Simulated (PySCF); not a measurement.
PySCF 2.14 output of an unrestricted PBE0 calculation on a single atom or ion in aug-cc-pVTZ-PP with one added diffuse shell each of d, f type with ECP28MDF (6s5p5d3f, 67 functions), with a scalar-relativistic core potential:

```
SCF conv_tol = 1e-09
number electrons alpha = 14  beta = 10
    C. Adamo and V. Barone.,  J. Chem. Phys. 110, 6158 (1999)
    M. Ernzerhof and G. E. Scuseria.,  J. Chem. Phys. 110, 5029 (1999)
cycle= 1 E= -294.944207954975  delta_E= -0.00397  |g|= 0.00938  |ddm|= 0.332
cycle= 2 E= -294.944246117833  delta_E= -3.82e-05  |g|= 0.0012  |ddm|= 0.0321
cycle= 3 E= -294.944246629774  delta_E= -5.12e-07  |g|= 0.000151  |ddm|= 0.00262
cycle= 4 E= -294.944246640881  delta_E= -1.11e-08  |g|= 5.49e-05  |ddm|= 0.000497
cycle= 5 E= -294.944246641742  delta_E= -8.61e-10  |g|= 4.15e-06  |ddm|= 0.00011
converged SCF energy = -294.944246641742  <S^2> = 6.0008184  2S+1 = 5.0003274
```

The run itself started from symmetry-adapted Hartree-Fock orbitals and held the occupation by maximum overlap, on a logarithmic radial grid, so the iterations belong to that start.

Which element, charge and spin multiplicity is this?

I⁺ (iodine, charge +1), multiplicity 5; the state was [Kr] 4d10 5s2 5p3 5d1, high-spin 5D determinant (an excited configuration).

Energies and moments cover only the electrons outside the core potential. The outer electron is Rydberg-like, and this basis confines it to a smaller radius and binds it less than a complete one would.
